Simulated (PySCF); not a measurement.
These are PySCF 2.14.0 with PBE0-D3(BJ)/def2-TZVP values and carry that method's errors. Gas-phase values, no solvent. One relaxed conformer stands for a flexible species; it need not be the lowest. Excitations are Tamm–Dancoff values on a coarser integration grid. The basis has no diffuse functions, so Rydberg states are missing or too high.

Reference species (SMILES): `C=[SiH2]` (neutral, multiplicity 1).

```yaml
brightest of the four lowest singlets (TDA): 5.60 eV
T1 excitation (TDA): 2.58 eV
S1 oscillator strength: 0.347
S1–T1 gap (TDA): 3.03 eV
```

After one change: the brightest of the four lowest singlets (TDA) drops by 0.48 eV; the T1 excitation (TDA) falls by 0.06 eV; the S1 oscillator strength decreases by 0.308; the S1–T1 gap (TDA) drops by 1.47 eV.

Q: What was changed between the two runs? The new species is one of these.
A) `C=[SiH][AlH2]`
B) `C=[SiH][S@@](C)=O` (C–Si–S–O torsion 10°)
C) `C=[SiH]S` (C–Si–S–H torsion 1°)
D) `C=[SiH]CO` (C–Si–C–O torsion -4°, Si–C–O–H torsion -47°)

A: B, `C=[SiH][S@@](C)=O` (C–Si–S–O torsion 10°)
